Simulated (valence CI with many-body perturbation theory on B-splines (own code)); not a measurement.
**Os LXX: calculated level list**

Calculated by relativistic CI+MBPT: five valence electrons over a frozen Dirac-Fock core [He], a basis of 9 s, 9 p, 8 d, 6 f, 3 g, 1 h functions for each j, with the one-electron correlation potential Σ1 (screened to all orders), the two-electron term Σ2, the three-electron term Σ3, Breit, model QED; selected single and double excitations, second order for the rest, scaled by the run's own slope (own B-spline code, finite nucleus).

The last digits are not significant, and no measured levels were compared; by estimate large intervals hold to a few tenths of a per cent, small ones and those within an open d or f shell to about a per cent. Among the levels kept, up to 4000 cm⁻¹ of a level comes from second order outside the variational space, and about a tenth of that is noise between levels of different J, which matters for small intervals.

Levels 1 to 45 of 58, with energies above the lowest level, (2s^2 2p1/2^2 2p3/2) J=3/2. "Leading %" is the weight of the configuration and term that name the level; weights of strongly mixed levels are sums over their largest components and can fall short, so below about 35 % the name and the second component can differ from the true leading terms, or belong to a minority configuration. In the jj column 3d3/2^4 stands for four electrons in 3d with j = 3/2. Lifetimes count E1, E2, E3, M1 and M2 decay at the calculated energies, and are blank where another channel may lead or the interval is too uncertain; long ones can be off by a factor of two.

| No. | Configuration | Term | J | E (eV) | Leading % | Lifetime | Second component | Leading jj |
| --- | --- | --- | --- | --- | --- | --- | --- | --- |
| 1 | 2s²2p³ | ²P° | 3/2 | 0 | 49 |  | 27 % 2s²2p³ ²D° | 2s^2 2p1/2^2 2p3/2 (100 %) |
| 2 | 2s²2p³ | ⁴S° | 3/2 | 1572 | 55 | 27.8 ps | 44 % 2s²2p³ ²D° | 2s^2 2p1/2 2p3/2^2 (100 %) |
| 3 | 2s²2p³ | ²D° | 5/2 | 1596 | 100 | 161 ps |  | 2s^2 2p1/2 2p3/2^2 (100 %) |
| 4 | 2s²2p³ | ²P° | 1/2 | 1651 | 100 | 50.2 ps |  | 2s^2 2p1/2 2p3/2^2 (100 %) |
| 5 | 2s2p⁴ | ⁴P | 5/2 | 1934 | 70 | 261 fs | 30 % 2s2p⁴ ²D | 2s 2p1/2^2 2p3/2^2 (100 %) |
| 6 | 2s2p⁴ | ²S | 1/2 | 2044 | 65 | 72.1 fs | 25 % 2s2p⁴ ⁴P | 2s 2p1/2^2 2p3/2^2 (100 %) |
| 7 | 2s2p⁴ | ²P | 3/2 | 2046 | 52 | 38.6 fs | 35 % 2s2p⁴ ²D | 2s 2p1/2^2 2p3/2^2 (100 %) |
| 8 | 2s²2p³ | ²P° | 3/2 | 3227 | 51 | 8.03 ps | 28 % 2s²2p³ ²D° | 2s^2 2p3/2^3 (99 %) |
| 9 | 2s2p⁴ | ⁴P | 3/2 | 3535 | 86 | 79.5 fs | 10 % 2s2p⁴ ²D | 2s 2p1/2 2p3/2^3 (100 %) |
| 10 | 2s2p⁴ | ²D | 5/2 | 3577 | 70 | 79.5 fs | 30 % 2s2p⁴ ⁴P | 2s 2p1/2 2p3/2^3 (100 %) |
| 11 | 2s2p⁴ | ²P | 1/2 | 3646 | 65 | 31.8 fs | 35 % 2s2p⁴ ⁴P | 2s 2p1/2 2p3/2^3 (100 %) |
| 12 | 2s2p⁴ | ²D | 3/2 | 3654 | 55 | 32.1 fs | 44 % 2s2p⁴ ²P | 2s 2p1/2 2p3/2^3 (100 %) |
| 13 | 2p⁵ | ²P° | 3/2 | 4053 | 99 | 26.5 fs |  | 2p1/2^2 2p3/2^3 (99 %) |
| 14 | 2s2p⁴ | ⁴P | 1/2 | 5238 | 40 | 37.6 fs | 35 % 2s2p⁴ ²S | 2s 2p3/2^4 (100 %) |
| 15 | 2p⁵ | ²P° | 1/2 | 5656 | 100 | 19.7 fs |  | 2p1/2 2p3/2^4 (100 %) |
| 16 | 2s²2p²3s | ⁴P | 1/2 | 9294 | 46 | 3.89 fs | 32 % 2s²2p²3s ²S | 2s^2 2p1/2^2 3s (100 %) |
| 17 | 2s²2p²3p | ²P° | 1/2 | 9404 | 47 | 290 fs | 38 % 2s²2p²3p ⁴D° | 2s^2 2p1/2^2 3p1/2 (100 %) |
| 18 | 2s²2p²3p | ²P° | 3/2 | 9884 | 35 | 257 fs | 20 % 2s²2p²3p ⁴D° | 2s^2 2p1/2^2 3p3/2 (100 %) |
| 19 | 2s²2p²3d | ²D | 3/2 | 9977 | 43 | 3.45 fs | 32 % 2s²2p²3d ⁴F | 2s^2 2p1/2^2 3d3/2 (100 %) |
| 20 | 2s²2p²3d | ²D | 5/2 | 10109 | 36 | 616 as | 18 % 2s²2p²3d ⁴D | 2s^2 2p1/2^2 3d5/2 (100 %) |
| 21 | 2s²2p²3s | ⁴P | 3/2 | 10884 | 88 | 6.04 fs | 10 % 2s²2p²3s ²P | 2s^2 2p1/2 2p3/2 3s (100 %) |
| 22 | 2s²2p²3s | ²P | 1/2 | 10895 | 67 | 2.77 fs | 33 % 2s²2p²3s ⁴P | 2s^2 2p1/2 2p3/2 3s (100 %) |
| 23 | 2s²2p²3s | ²D | 5/2 | 10904 | 65 | 5.43 fs | 35 % 2s²2p²3s ⁴P | 2s^2 2p1/2 2p3/2 3s (100 %) |
| 24 | 2s²2p²3s | ²D | 3/2 | 10911 | 64 | 2.94 fs | 35 % 2s²2p²3s ²P | 2s^2 2p1/2 2p3/2 3s (100 %) |
| 25 | 2s²2p²3p | ⁴P° | 1/2 | 10992 | 49 | 457 fs | 28 % 2s²2p²3p ⁴D° | 2s^2 2p1/2 2p3/2 3p1/2 (100 %) |
| 26 | 2s²2p²3p | ⁴D° | 3/2 | 10998 | 55 | 390 fs | 22 % 2s²2p²3p ²D° | 2s^2 2p1/2 2p3/2 3p1/2 (100 %) |
| 27 | 2s²2p²3p | ²F° | 5/2 | 11012 | 50 | 301 fs | 30 % 2s²2p²3p ²D° | 2s^2 2p1/2 2p3/2 3p1/2 (100 %) |
| 28 | 2s²2p²3p | ²P° | 3/2 | 11056 | 43 | 189 fs | 25 % 2s²2p²3p ²D° | 2s^2 2p1/2 2p3/2 3p1/2 (99 %) |
| 29 | 2s2p³3s | ⁴P° | 5/2 | 11202 | 48 | 7.71 fs | 26 % 2s2p³3s ⁶S° | 2s 2p1/2^2 2p3/2 3s (99 %) |
| 30 | 2s2p³3s | ²P° | 3/2 | 11233 | 35 | 3.29 fs | 24 % 2s2p³3s ⁴S° | 2s 2p1/2^2 2p3/2 3s (99 %) |
| 31 | 2s2p³3s | ²P° | 1/2 | 11302 | 42 | 3.11 fs | 30 % 2s2p³3s ⁴D° | 2s 2p1/2^2 2p3/2 3s (98 %) |
| 32 | 2s2p³3s | ²P° | 3/2 | 11312 | 39 | 6.72 fs | 20 % 2s2p³3s ⁴S° | 2s 2p1/2^2 2p3/2 3s (99 %) |
| 33 | 2s2p³3p | ⁴P | 3/2 | 11322 | 30 | 4.35 fs | 20 % 2s2p³3p ⁶P | 2s 2p1/2^2 2p3/2 3p1/2 (99 %) |
| 34 | 2s2p³3p | ²D | 5/2 | 11323 | 26 | 1.71 fs | 19 % 2s2p³3p ⁴D | 2s 2p1/2^2 2p3/2 3p1/2 (99 %) |
| 35 | 2s2p³3p | ²P | 1/2 | 11412 | 36 | 1.60 fs | 18 % 2s2p³3p ⁴P | 2s 2p1/2^2 2p3/2 3p1/2 (99 %) |
| 36 | 2s2p³3p | ²D | 3/2 | 11414 | 35 | 2.37 fs | 21 % 2s2p³3p ⁴F | 2s 2p1/2^2 2p3/2 3p1/2 (99 %) |
| 37 | 2s²2p²3p | ⁴D° | 5/2 | 11463 | 52 | 204 fs | 34 % 2s²2p²3p ⁴P° | 2s^2 2p1/2 2p3/2 3p3/2 (99 %) |
| 38 | 2s²2p²3p | ²P° | 1/2 | 11468 | 36 | 125 fs | 30 % 2s²2p²3p ⁴P° | 2s^2 2p1/2 2p3/2 3p3/2 (99 %) |
| 39 | 2s²2p²3p | ²D° | 3/2 | 11473 | 53 | 188 fs | 20 % 2s²2p²3p ⁴P° | 2s^2 2p1/2 2p3/2 3p3/2 (100 %) |
| 40 | 2s²2p²3p | ²F° | 7/2 | 11479 | 65 | 206 fs | 35 % 2s²2p²3p ⁴D° | 2s^2 2p1/2 2p3/2 3p3/2 (100 %) |
| 41 | 2s²2p²3p | ⁴S° | 3/2 | 11501 | 32 | 222 fs | 30 % 2s²2p²3p ²P° | 2s^2 2p1/2 2p3/2 3p3/2 (99 %) |
| 42 | 2s²2p²3p | ²D° | 5/2 | 11509 | 66 | 203 fs | 16 % 2s²2p²3p ²F° | 2s^2 2p1/2 2p3/2 3p3/2 (100 %) |
| 43 | 2s²2p²3p | ²P° | 1/2 | 11534 | 87 | 122 fs | 7 % 2s²2p²3p ⁴D° | 2s^2 2p1/2 2p3/2 3p3/2 (99 %) |
| 44 | 2s²2p²3d | ⁴F | 3/2 | 11570 | 43 | 1.81 fs | 26 % 2s²2p²3d ²P | 2s^2 2p1/2 2p3/2 3d3/2 (100 %) |
| 45 | 2s²2p²3d | ⁴F | 5/2 | 11571 | 53 | 4.83 fs | 38 % 2s²2p²3d ²F | 2s^2 2p1/2 2p3/2 3d3/2 (100 %) |

The ionisation energy to 2s²2p² ³P0 of the next ion comes out as 17621 eV (NIST: 17620 ± 50 eV (theoretical)). All 58 levels together are meant to be complete up to 11754 eV.
